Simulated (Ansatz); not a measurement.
Basis sets compared for `CCCCCCCCB(O)O`. Charge 0, multiplicity 1. Geometry PBE0-D4/def2-SVP. Ansatz on 4 threads of Arm Neoverse V1 on a shared host; times are rough, and most runs start from earlier orbitals.

```xyz
30

C    -4.3868    1.3118   -1.9633
C    -2.9924    1.4615   -1.3780
C    -2.5855    0.3060   -0.4748
C    -1.1870    0.4412    0.1083
C    -0.7984   -0.7088    1.0279
C     0.5895   -0.5919    1.6477
C     1.7426   -0.7007    0.6580
C     3.1216   -0.6348    1.3182
B     4.2953   -0.7436    0.2765
O     5.1186   -1.8344    0.3162
O     4.4277    0.2570   -0.6470
H    -5.1486    1.2462   -1.1697
H    -4.6530    2.1628   -2.6086
H    -4.4691    0.3961   -2.5708
H    -2.2553    1.5590   -2.1948
H    -2.9284    2.4053   -0.8078
H    -3.3180    0.2110    0.3480
H    -2.6541   -0.6412   -1.0411
H    -1.1136    1.3923    0.6674
H    -0.4602    0.5264   -0.7184
H    -1.5485   -0.7839    1.8349
H    -0.8681   -1.6605    0.4692
H     0.6694    0.3677    2.1913
H     0.7089   -1.3779    2.4138
H     1.6690    0.0975   -0.0994
H     1.6420   -1.6511    0.1015
H     3.2155    0.3270    1.8543
H     3.2172   -1.4291    2.0762
H     5.8081   -1.8546   -0.3544
H     5.1415    0.1439   -1.2812
```

Binding counts from free atoms (C triplet, B doublet, O triplet, H doublet) in the same basis, without a counterpoise term.

| level | functions | energy (Eh) | HOMO (eV) | LUMO (eV) | binding per atom (eV) | wall time |
| --- | --- | --- | --- | --- | --- | --- |
| HF/STO-3G | 74 | -482.5298 | -10.11 | 9.68 | 3.92 | 0.6 s |
| HF/6-31G | 137 | -488.3339 | -11.49 | 4.84 | 3.05 | 1.7 s |
| PBE-D4/def2-SVP | 249 | -490.7233 | -6.80 | 0.06 | 4.38 | 4.5 s |
| PBE0-D4/def2-SVP | 249 | -490.8016 | -8.21 | 1.02 | 4.33 | 8.5 s |

Question: Estimate the rows for PBE-D4/def2-TZVP (with forces), PBE0-D4/def2-TZVP.

Answer: 
| level | functions | energy (Eh) | HOMO (eV) | LUMO (eV) | binding per atom (eV) | wall time |
| --- | --- | --- | --- | --- | --- | --- |
| PBE-D4/def2-TZVP (with forces) | 455 | -491.2683 | -6.94 | -0.55 | 4.33 | 12 s |
| PBE0-D4/def2-TZVP | 455 | -491.3359 | -8.29 | 0.31 | 4.28 | 20 s |
